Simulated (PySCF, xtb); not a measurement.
C4H3ClF2, SMILES C#CC(F)(F)CCl. One conformer was computed; it need not be the lowest.

Harmonic wavenumbers (cm⁻¹) from GFN2-xTB (xtb) at its own minimum, in rising order: 62, 113, 157, 201, 335, 354, 448, 502, 550, 683, 686, 720, 784, 864, 986, 1055, 1103, 1191, 1233, 1402, 2283, 2987, 2995, 3390.

**Question.** What does PBE-D3(BJ)/def2-SVP (PySCF 2.14.0) give at its own minimum? (The exact figures need the calculation; the answer reports its results.)

**Answer.** 85, 134, 177, 214, 352, 382, 471, 546, 612, 684, 692, 718, 803, 867, 1045, 1075, 1163, 1245, 1251, 1384, 2180, 3024, 3102, 3403. Paired by order, the mean absolute difference is 32 cm⁻¹ and the zero-point energies are 35.9 and 36.6 kcal/mol.
